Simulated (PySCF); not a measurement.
Lowest singlet excitation (eV) of eight silicon and germanium compounds: TDA-PBE beside TDA-B3LYP, computed with PySCF for isolated molecules in the bases named; differences from unrounded values. The eight are the first of their class met in an unordered collection, after screening for sound electronic states; none was chosen by its value. Each molecule has one DFT geometry for both levels.

```csv
molecule,basis,TDA-B3LYP,TDA-PBE,difference
"dichloro(silylmethyl)silane (CH₆Cl₂Si₂), SMILES [SiH3]C[SiH](Cl)Cl",def2-SVPD,7.34,6.78,-0.56
"3-chloro-1H-silole (C4H5ClSi), SMILES ClC1=C[SiH2]C=C1",def2-SVPD,4.51,4.28,-0.23
"GeH7NSi2, SMILES [NH]1[SiH2][SiH2][GeH2]1",def2-SVPD,5.10,4.58,-0.52
"C₂H₉ClOSi₂, SMILES OCC[Si@H]([SiH3])Cl",def2-SVPD,6.23,5.58,-0.65
"CH₅F₃Si₂, SMILES C[Si@H](F)[SiH](F)F",def2-SVPD,6.24,5.77,-0.47
"C2H9NOSi, SMILES C[Si@H](N)OC",def2-SVPD,6.41,5.84,-0.57
"C3H10OSi2, SMILES C(=C)[C@@H]([SiH2]O)[SiH3]",def2-SVPD,5.60,5.06,-0.54
"CH₁₀O₂Si₃, SMILES C[Si@H]([Si@@H]([SiH3])O)O",def2-SVPD,5.00,4.54,-0.46
```

TDA-PBE lies below TDA-B3LYP in 8 and above it in 0 of the eight; the mean signed difference is -0.50 and the largest -0.65 eV.
